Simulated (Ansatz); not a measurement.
Reaction (redistribution): `OB[Si](F)([SiH3])Cl` + `[BH2][Zn][F]` → `[BH2][Zn][SiH3]` + `OB[Si](F)(F)Cl`

Computed with Ansatz on PBE0-D4/def2-TZVP structures; ΔE is electronic, products minus reactants. CBS: MP2 limit from def2 TZ/QZ plus the TZ coupled-cluster correction, frozen cores. DFT in def2-TZVPP. B3LYP here is the variant with VWN-RPA as its local correlation; programs differ in this. For Zn outer-core shells are correlated without core-valence functions, which leaves a few kJ/mol of doubt a bond. Scalar relativity is left out up to krypton. Each species was taken in one conformer, which may not be the lowest.

`OB[Si](F)([SiH3])Cl`:

Cartesian coordinates in Å:
```
O 1.320 1.618 -0.851
B 1.633 0.746 0.127
Si 0.263 -0.686 0.558
F 0.231 -0.936 2.144
Si -1.936 -0.394 -0.201
Cl 0.989 -2.419 -0.308
H 2.014 2.255 -1.048
H 2.695 0.808 0.688
H -2.762 -1.571 0.177
H -1.919 -0.255 -1.681
H -2.528 0.833 0.395
```

`[BH2][Zn][F]`:

```xyz
5

B     0.032    0.914    0.046
Zn   -0.039   -1.116   -0.056
F    -0.101   -2.873   -0.144
H    -0.272    1.500    1.042
H     0.381    1.574   -0.888
```

`[BH2][Zn][SiH3]`:

Cartesian coordinates in Å:
```
B 1.453 2.022 0.580
Zn 0.264 0.370 0.104
Si -1.097 -1.525 -0.438
H 0.994 3.055 0.984
H 2.648 2.012 0.472
H -0.627 -2.774 0.233
H -2.523 -1.342 -0.032
H -1.112 -1.817 -1.903
```

`OB[Si](F)(F)Cl`:

Z-matrix (Å, degrees):
```
Si
B 1 2.018
F 1 1.584 2 114.2
F 1 1.587 2 111.2 3 120.2
Cl 1 2.040 2 110.0 3 -120.9
O 2 1.344 1 118.0 3 13.2
H 2 1.201 1 120.9 3 -168.4
H 6 0.962 2 114.2 1 178.2
```

```csv
species,B3LYP-D4 energy (Eh)
`OB[Si](F)([SiH3])Cl`,-1242.46155
`[BH2][Zn][F]`,-1905.39720
`[BH2][Zn][SiH3]`,-2096.79179
`OB[Si](F)(F)Cl`,-1051.09495
```

Question: Work out ΔE.

Answer: ΔE = (-2096.79179) + (-1051.09495) − (-1242.46155) − (-1905.39720) = -0.02799 Eh = -0.76 eV. CCSD(T)/CBS gives -0.79 eV.

Largest T1 diagnostic among the species: 0.016.

In def2-TZVPP, CCSD(T) changes the Hartree–Fock value by +0.10 eV (the triples alone add +0.02 eV) and MP2 by +0.12 eV. From PBE to PBE0 (25 % exact exchange), in def2-TZVPP and without D4, ΔE moves by −0.10 eV. The D4 term adds +0.05 eV with B3LYP and +0.03 eV with PBE0; it sums over pairs of atoms, weighted by their polarisabilities, and B3LYP, whose exchange is more repulsive, gets the larger term.
